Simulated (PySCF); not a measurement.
**Computed vibrations of [Tb(H2O)2]3+**

[Tb(H2O)2]3+ (singlet in the valence; each metal's 4f electrons, 8 of them, lie in its core potential, out of spins and levels). PySCF 2.14.0, RKS PBE0, Tb lcecp-1-SVP with ECP54, O def2-SVP, H def2-SVP; non-relativistic Hamiltonian with scalar-relativistic core potentials where named; density fitting; no spin-orbit coupling. Central differences of gradients.

```xyz
7

Tb    0.0725    0.2337   -0.0027
O    -0.2569   -0.9850    1.8263
H     0.0111   -0.7776    2.7616
H    -0.7206   -1.8585    1.9195
O    -0.3595   -1.0022   -1.8027
H     0.0394   -1.8720   -2.0725
H    -0.9741   -0.8014   -2.5587
```

Run from Python with OMP_NUM_THREADS=2. Where DIIS fails, smearing, a level shift and second-order steps follow.
It took 100 s on 2 threads of Arm Neoverse V1, on a shared host.

Question: What are the harmonic wavenumbers and infrared intensities?

Answer: Negative numbers are unstable modes, those under 60 cm⁻¹ near the noise; a finer grid moves soft modes by up to 10 cm⁻¹.
```json
{"cm⁻¹": "34", "km/mol": "1.6", "symmetry": ""}
{"cm⁻¹": "76", "km/mol": "3.9", "symmetry": ""}
{"cm⁻¹": "153", "km/mol": "0.3", "symmetry": ""}
{"cm⁻¹": "437", "km/mol": "16.8", "symmetry": ""}
{"cm⁻¹": "440", "km/mol": "17.1", "symmetry": ""}
{"cm⁻¹": "658", "km/mol": "77.3", "symmetry": ""}
{"cm⁻¹": "673", "km/mol": "42.3", "symmetry": ""}
{"cm⁻¹": "714", "km/mol": "268.1", "symmetry": ""}
{"cm⁻¹": "719", "km/mol": "604.9", "symmetry": ""}
{"cm⁻¹": "1664", "km/mol": "201.4", "symmetry": ""}
{"cm⁻¹": "1668", "km/mol": "105.8", "symmetry": ""}
{"cm⁻¹": "3485", "km/mol": "1170.0", "symmetry": ""}
{"cm⁻¹": "3502", "km/mol": "102.4", "symmetry": ""}
{"cm⁻¹": "3516", "km/mol": "475.7", "symmetry": ""}
{"cm⁻¹": "3526", "km/mol": "628.6", "symmetry": ""}
```

Question: Is this a minimum?

Answer: Yes, within the noise of the softest modes. Ideal gas at 298.15 K and 1 bar: S = 361.2 J/(mol K), Cp = 83.9 J/(mol K), H − H(0 K) = 18.6 kJ/mol (rigid rotor, harmonic modes, spin degeneracy alone, that of the 4f electrons in the core included; the modes under 60 cm⁻¹ make these uncertain).

An lcecp potential fixes the number of 4f electrons, so in runs with it no electron can move into or out of that shell.
